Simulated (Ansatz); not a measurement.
Basis-set extrapolation for `N[SiH2]N[SiH](N)O` (PBE0-D4/def2-TZVP geometry, frozen core, Ansatz). Multiplicity 1, RHF reference.

```
                      def2-TZVPP   def2-QZVPP
                 HF  -821.645538  -821.676776
    MP2 correlation    -1.130078    -1.215523
CCSD(T) correlation    -1.219691      not run
```

Energies in hartree. Use E(X) = E(∞) + A·exp(−7.88·√X) for Hartree–Fock and E(X) = E(∞) + B·X^(−2.97) for correlation, with X = 3 and 4, and add CCSD(T) minus MP2 of the smaller set to the MP2 limit.

**Question.** What is the CCSD(T) energy at the basis-set limit?

**Answer.** HF limit: -821.676776 + (-0.031238) × 0.13774 = -821.68108. MP2 limit: -1.215523 + (-0.085445) × 0.74074 = -1.27882. Higher-order term: -1.219691 − (-1.130078) = -0.08961. Total: -823.04951 hartree, 483.8 kJ/mol below CCSD(T)/def2-TZVPP.
